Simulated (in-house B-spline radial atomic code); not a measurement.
Successive ionisation energies of dysprosium; each step leads to the configuration of the next row (after the last: [He] 2s2 2p6). Dirac energy differences include first-order Breit, QED and recoil terms. NIST's values go from ground level to ground level; the uncertainty of those that are theory runs from under 0.1 % in few-electron ions to several per cent in heavy many-electron ones. Computed with an all-electron radial atomic-structure program (B-spline basis): Dirac-Hartree-Fock, jj configuration that fills j = l - 1/2 first, finite nuclei.

A number in brackets counts the electrons of a j subshell.

| ion | configuration | ionisation energy (eV) | tabulated value (eV) | computed minus tabulated (eV) | highest orbital | largest mean radius (bohr) |
| --- | --- | --- | --- | --- | --- | --- |
| Dy50+ | [Ne] 3s2 3p1/2(2) 3p3/2(2) | 4519.6 | 4523 | -3 | 3p3/2 | 0.21529 |
| Dy51+ | [Ne] 3s2 3p1/2(2) 3p3/2(1) | 4629.4 | 4629 | 0 | 3p3/2 | 0.21439 |
| Dy52+ | [Ne] 3s2 3p1/2(2) | ? | ? | ? | ? | ? |
| Dy53+ | [Ne] 3s2 3p1/2(1) | ? | ? | ? | ? | ? |
| Dy54+ | [Ne] 3s2 | 5296.1 | 5296 | 0 | 3s1/2 | 0.21165 |
| Dy55+ | [Ne] 3s1 | 5411.6 | 5412 | 0 | 3s1/2 | 0.21064 |

**Question.** Fill in the row of Dy52+.

**Answer.** ionisation energy (eV): 4944.4; tabulated value (eV): 4945; computed minus tabulated (eV): -1; highest orbital: 3p1/2; largest mean radius (bohr): 0.21349.

**Question.** Fill in the row of Dy53+.

**Answer.** ionisation energy (eV): 5065.7; tabulated value (eV): 5066; computed minus tabulated (eV): 0; highest orbital: 3p1/2; largest mean radius (bohr): 0.21257.
